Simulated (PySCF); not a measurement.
## Exercise with solution: oscillator strength and radiative lifetime

C3H9NSi2, SMILES CC1=C[SiH2]N[SiH2]1.

Geometry optimised at B3LYP-D3(BJ)/def2-SVP. This is a generated structure with no PubChem entry under its InChIKey; it may be hypothetical.

TDA-PBE0/def2-SVPD run with PySCF puts the first singlet state with f over 0.02 at 5.62 eV (vertical), with the transition dipole (-0.310, -0.322, 0.000) in atomic units.

Find the oscillator strength, the wavelength and the radiative lifetime that this transition would have in vacuum if emission retraced absorption.


|μ|² = 0.1998 au, so |μ| = 1.14 D. ΔE = 5.62/27.211 = 0.2065 hartree. f = (2/3) ΔE |μ|² = 0.028 (the program prints 0.027).
λ = 1239.84/5.62 = 221 nm; ν = 45328 cm⁻¹.
Einstein's coefficient A = 0.6670 ν² f s⁻¹ (ν in cm⁻¹) = 3.8e7 s⁻¹, so τ = 1/A = 27 ns. This state is S1. The figure is the radiative limit of this one transition; relaxation, internal conversion, crossing to triplets and a medium change what is measured.
